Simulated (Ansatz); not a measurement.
Isomers of Bi2Cl6 (singlet), relaxed with PBE-D4/def2-SVP; total energies from Ansatz at ωB97M-V/def2-TZVP.

```json
{"isomer": "A", "description": "point group not assigned; 6 × Bi–Cl 2.49 to 2.59 Å", "energy (Eh)": "-3190.56835"}
{"isomer": "B", "description": "point group not assigned; 6 × Bi–Cl 2.48 to 2.57 Å", "energy (Eh)": "-3190.56490"}
{"isomer": "C", "description": "point group C2; 6 × Bi–Cl 2.47 to 2.57 Å", "energy (Eh)": "-3190.56411"}
```

In the def2 sets Bi takes a core potential; there is no spin–orbit coupling.

The isomers come from a short search, and lower ones may exist.

Problem. Work out the relative energies (1 Eh = 2625.5 kJ/mol) and the Boltzmann populations at 1200 K from electronic energies alone (R = 8.314 J/mol/K).

Solution. ΔE: A 0.0, B 9.1, C 11.1 kJ/mol. RT = 9.98 kJ/mol. Factors exp(−ΔE/RT): A 1, B 0.402, C 0.329; sum 1.731. Populations: A 57.8 %, B 23.2 %, C 19.0 %. Zero-point energy, vibrational entropy and symmetry numbers are left out and can shift these; an error of 4 kJ/mol changes a ratio by a factor of 1.5. Over the other density-functional and correlated levels in def2 sets, the gap between A and B ranges from 7 to 13 kJ/mol.
